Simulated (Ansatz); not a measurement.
`[OH][SnH]([F])[F]` + `N=C=O` → `O=C=[N][SnH]([F])[F]` + H₂O at 400 K and 1 bar (ligand exchange at the Sn–O bond).

Program: Ansatz. Geometries: PBE0-D4/def2-TZVP. ΔE: electronic, gas phase. CCSD(T)/CBS adds triple-zeta CCSD(T) − MP2 to the extrapolated MP2 energy (def2 sets, frozen cores). This one scheme is used for every species. def2 core potentials past Kr. For Sn outer-core shells are correlated without core-valence functions, which leaves a few kJ/mol of doubt a bond. Each species was taken in one conformer, which may not be the lowest.

| species | CCSD(T)/CBS energy (Eh) | H − E (kJ/mol) | S (J/(mol·K)) |
| --- | --- | --- | --- |
| `[OH][SnH]([F])[F]` | -490.06891 | 90.9 | 360.9 |
| `N=C=O` | -168.51995 | 72.4 | 252.4 |
| `O=C=[N][SnH]([F])[F]` | -582.21667 | 97.2 | 415.3 |
| H₂O | -76.37941 | 69.8 | 198.6 |

H − E and S are ideal-gas, rigid-rotor, harmonic terms from PBE0-D4/def2-TZVP, for one conformer and one mirror image of each species. 1 Eh = 2625.50 kJ/mol, R = 8.31446 J/(mol·K).

**Question.** By hand: ΔE, ΔH, ΔS and ΔG.

**Answer.** ΔE = (-582.21667) + (-76.37941) − (-490.06891) − (-168.51995) = -0.00722 Eh = -19.0 kJ/mol. Δ(H − E) = 97.2 + 69.8 − 90.9 − 72.4 = 3.7, so ΔH = -15.3 kJ/mol. ΔS = 415.3 + 198.6 − 360.9 − 252.4 = 0.6 J/(mol·K). ΔG = -15.3 − 400 × (0.6)/1000 = -15.5 kJ/mol.

**Question.** By hand: the equilibrium constant, and the temperature at which ΔG would vanish if ΔH and ΔS stayed fixed.

**Answer.** log₁₀ K = −ΔG/(RT ln 10) = 2.0. ΔH and −TΔS have one sign here, so there is no such temperature.

The number of gas molecules stays the same, so ΔS is small and ΔH decides. A doubt of 5 kJ/mol in ΔE shifts log₁₀ K by 0.7 here. Other conformers and mirror images would add mixing entropy, several J/(mol·K) or more a flexible species. Modes under 60 cm⁻¹, often nearly free rotors, make the harmonic entropy too high. These are equilibria of isolated gas molecules and say nothing of rates. Largest T1 diagnostic: 0.018 (customary marks: 0.02 for closed shells, 0.045 for open ones).

ΔS is within the doubt of such terms, so its sign, and with it that verdict, could turn.
